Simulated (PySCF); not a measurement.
# How methods differ on the ionisation energy of P¹⁴⁺

P¹⁴⁺ 1s1 (2S) → P¹⁵⁺ (bare nucleus), as a difference of total energies. Calculation: PySCF 2.14, in an even-tempered Gaussian basis (17 s from 8.4 bohr⁻², ratio 2.2; 7 p from 13 bohr⁻², ratio 2.4; 4 d from 39 bohr⁻², ratio 2.4; 3 f from 58 bohr⁻², ratio 2.4; 3 g from 88 bohr⁻², ratio 2.4); scalar relativity by spin-free X2C-1e. The calculations carry no spin-orbit coupling.

| method | ionisation energy (eV) |
| --- | --- |
| UHF | 3070.5 |
| LDA | 3053.8 |
| PBE | 3068.1 |
| PBE0 | 3068.8 |
| r2SCAN | 3070.6 |
| BHandHLYP | 3070.0 |
| TPSSh | 3070.5 |

For comparison: 3069.8 eV (theoretical estimate listed by NIST; NIST Atomic Spectra Database, ionization energies).
